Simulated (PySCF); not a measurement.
# Excitation energy of Ar⁺ by level of theory

Ar⁺ [Ne] 3s2 3p5 (2P) → Ar⁺ [Ne] 3s2 3p4 4s1, s spin flipped, as a difference of total energies. Calculation: PySCF 2.14, in aug-cc-pVQZ-DK (7s6p4d3f2g, 84 functions); scalar relativity by spin-free X2C-1e. Correlated levels: valence: [Ne] frozen. The calculations carry no spin-orbit coupling.

```csv
method,excitation energy (cm⁻¹)
UHF,131020
MP2 (valence),136500
SCS-MP2 (valence),136850
```

The upper determinant mixes two multiplicities, so it lies between the two terms.

The promoted electron is Rydberg-like, and one or two diffuse shells describe it only roughly, which tends to raise the upper state.
